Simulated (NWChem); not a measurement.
System: NH3SeO; SMILES N[Se]O

```xyz
6

Se     0.4081     0.0040    -0.0059
O     -0.6997    -1.4742    -0.0714
H     -0.8812    -1.7076     0.8551
N     -0.6955     1.4668    -0.0072
H     -1.2782     1.5499     0.8209
H     -1.2514     1.5496    -0.8538
```
Atoms are numbered in this order, from 1.

All runs: NWChem. All runs use the structure optimised with B3LYP/6-31G* (spherical d). Ions are spin-unrestricted doublets at the neutral geometry; other ion states weren't tried.

```tsv
level	vertical ionisation energy, ΔSCF (eV)	−ε(HOMO) (eV)	ΔSCF minus −ε(HOMO) (eV)
B3LYP/def2-SVP	8.98	6.08	2.90
PBE/def2-SVP	8.75	5.01	3.74
LRC-wPBEh/def2-SVP	9.04	8.28	0.76
BHandHLYP/def2-SVP	9.03	7.54	1.49
r2SCAN/def2-SVP	8.91	5.36	3.55
```
